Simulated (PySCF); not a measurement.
InH, SMILES [InH] (connectivity only; charge and spin as stated), neutral, multiplicity 1. Atoms are numbered in the order given.

```xyz
2

In     0.0000     0.0000    -0.0370
H      0.0000     0.0000     1.8134
```
Charge 0, spin multiplicity 1.

Geometry optimised at PBE0-D3(BJ)/def2-TZVPD. The def2 effective core potentials stand for the cores of In; spin–orbit coupling is left out.

Level of theory: TDA-M06-2X/def2-TZVPD in PySCF.

Vertical excitations; the highest root listed may be one member of a degenerate set. The molecule is in vacuum.

```csv
state,energy (eV),λ (nm),f,main pairs
S1,2.73,454,0.042,HOMO→LUMO (degenerate set)
S2,2.73,454,0.042,HOMO→LUMO+1 (degenerate set)
S3,4.90,253,0.140,HOMO→LUMO+2 98 %
S4,5.96,208,0.569,HOMO→LUMO+3 98 %
S5,6.05,205,0.000,HOMO→LUMO+4 (degenerate set)
S6,6.05,205,0.000,HOMO→LUMO+5 (degenerate set)
S7,6.16,201,0.192,HOMO→LUMO+6 (degenerate set)
S8,6.16,201,0.192,HOMO→LUMO+7 (degenerate set)
S9,6.69,185,0.028,HOMO→LUMO+9 (degenerate set)
S10,6.69,185,0.028,HOMO→LUMO+10 (degenerate set)
T1,1.74,713,0,HOMO→LUMO+1 (degenerate set)
T2,1.74,713,0,HOMO→LUMO (degenerate set)
T3,4.57,271,0,"HOMO→LUMO+3 68 %, HOMO→LUMO+11 21 %"
T4,4.91,253,0,HOMO→LUMO+2 89 %
```
Triplets are in the Tamm–Dancoff approximation.
